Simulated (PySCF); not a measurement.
Zn(Et)(SiH3) (C2H8SiZn), SMILES C[CH2][Zn][SiH3].

Coordinates come from a TPSSh-D3(BJ)/def2-SVP optimisation. The structure was generated by enumeration; whether it is a known compound was not checked. Other conformers were not sampled.

Method: TDDFT-B3LYP/def2-SVPD run with PySCF.

Vertical excitations. 

```json
[
 {"state": "S1", "energy (eV)": "4.47", "λ (nm)": "277", "f": "0.003", "main pairs": "HOMO→LUMO 99 %"},
 {"state": "S2", "energy (eV)": "4.52", "λ (nm)": "274", "f": "0.003", "main pairs": "HOMO→LUMO+1 99 %"},
 {"state": "S3", "energy (eV)": "5.67", "λ (nm)": "219", "f": "0.369", "main pairs": "HOMO→LUMO+2 95 %"},
 {"state": "S4", "energy (eV)": "6.58", "λ (nm)": "188", "f": "0.030", "main pairs": "HOMO→LUMO+3 96 %"},
 {"state": "S5", "energy (eV)": "6.78", "λ (nm)": "183", "f": "0.082", "main pairs": "HOMO−1→LUMO 94 %"},
 {"state": "S6", "energy (eV)": "6.85", "λ (nm)": "181", "f": "0.085", "main pairs": "HOMO−1→LUMO+1 95 %"},
 {"state": "S7", "energy (eV)": "6.93", "λ (nm)": "179", "f": "0.051", "main pairs": "HOMO→LUMO+4 78 %"},
 {"state": "S8", "energy (eV)": "7.04", "λ (nm)": "176", "f": "0.003", "main pairs": "HOMO→LUMO+6 52 %, HOMO→LUMO+5 42 %"},
 {"state": "S9", "energy (eV)": "7.16", "λ (nm)": "173", "f": "0.085", "main pairs": "HOMO−2→LUMO 26 %, HOMO→LUMO+6 19 %, HOMO→LUMO+5 18 %, HOMO−2→LUMO+1 12 %"},
 {"state": "S10", "energy (eV)": "7.17", "λ (nm)": "173", "f": "0.041", "main pairs": "HOMO−2→LUMO 40 %, HOMO−3→LUMO+1 25 %, HOMO→LUMO+5 11 %, HOMO→LUMO+6 10 %"},
 {"state": "T1", "energy (eV)": "4.11", "λ (nm)": "302", "f": "0", "main pairs": "HOMO→LUMO 98 %"},
 {"state": "T2", "energy (eV)": "4.15", "λ (nm)": "299", "f": "0", "main pairs": "HOMO→LUMO+1 98 %"},
 {"state": "T3", "energy (eV)": "4.83", "λ (nm)": "257", "f": "0", "main pairs": "HOMO→LUMO+2 95 %"},
 {"state": "T4", "energy (eV)": "5.77", "λ (nm)": "215", "f": "0", "main pairs": "HOMO−1→LUMO 92 %"}
]
```
Triplets are in the Tamm–Dancoff approximation, which puts them higher than full response would, so one can lie above its singlet here.
